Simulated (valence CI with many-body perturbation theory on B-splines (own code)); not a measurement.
# S IV: what the settings do

Computed by valence CI with perturbative core correlation (CI+MBPT): three valence electrons over a frozen Dirac-Fock core [Ne], a basis of 6 s, 6 p, 5 d, 3 f, 1 g functions for each j, with the one-electron correlation potential Σ1, the two-electron term Σ2, the three-electron term Σ3, Breit, model QED; selected CI, second order for the rest, scaled by the run's own slope (own B-spline code, finite nucleus).

Set against measurement, 23 paired levels are off by 139 cm⁻¹ on average, the worst by 268.

The reference run has the lowest level 3s²3p ²P°_1/2 and an ionisation energy of 47.3441 eV. Its largest variational space holds 4481 state functions.

Reference levels: 3s²3p ²P°_3/2 953, 3s3p² ⁴P_1/2 70974, 3s3p² ⁴P_3/2 71318, 3s3p² ⁴P_5/2 71866, 3s3p² ²D_3/2 94059, 3s3p² ²D_5/2 94106, 3s3p² ²S_1/2 123777, 3s3p² ²P_1/2 133833, 3s3p² ²P_3/2 134460, 3s²3d ²D_3/2 152350, 3s²3d ²D_5/2 152364, 3s²4s ²S_1/2 181416 cm⁻¹.

(1) Rank these changes by the mean size of the shift of these levels, smallest first.
A. scale of Σ1 1 → 0
B. selection threshold (hartree) 2e-08 → 1e-06; hole-hole ladder in Σ2 on → off
C. lowest core n in screening and Σ2 1 → 2; Davidson tolerance 2e-05 → 0.0003
D. correlating orbitals by l 3 3 3 2 1 → 1 5 4 2 0; Breit term on → off; QED terms on → off

Answers

(1) C (4.8 cm⁻¹), B (18 cm⁻¹), D (170 cm⁻¹), A (620 cm⁻¹).
